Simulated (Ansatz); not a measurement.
The cluster GaCl₃⁺. Charge 1, multiplicity 2. Geometry PBE0-D4/def2-SVP, that of the neutral singlet; atoms count from 1.

| atom | x (Å) | y (Å) | z (Å) |
| --- | --- | --- | --- |
| Ga1 | 0.0000 | -0.0002 | 0.0004 |
| Cl2 | -0.9001 | -0.0506 | 1.9200 |
| Cl3 | -1.2133 | 0.0539 | -1.7387 |
| Cl4 | 2.1133 | -0.0031 | -0.1818 |

The structure comes from a short search, and lower isomers may exist.

Question: Estimate the Mulliken populations from the PBE0/def2-TZVP orbitals of Ansatz.

Answer: 
```
atom  charge (e)  spin (α − β)
 Ga1        0.69         -0.06
 Cl2        0.10          0.35
 Cl3        0.10          0.36
 Cl4        0.10          0.36
```
Mulliken values and Mayer orders depend strongly on the basis.

Question: Where does the spin sit?

Answer: Summed by element: Ga -0.06, Cl 1.06, of 1 unpaired in all. Largest on single atoms: Cl3 0.36, Cl4 0.36, Cl2 0.35.

Question: And the Mayer bond orders between bonded heavy atoms (over 0.3)?

Answer: Ga1–Cl2 1.14 (2.12 Å); Ga1–Cl3 1.14 (2.12 Å); Ga1–Cl4 1.14 (2.12 Å).
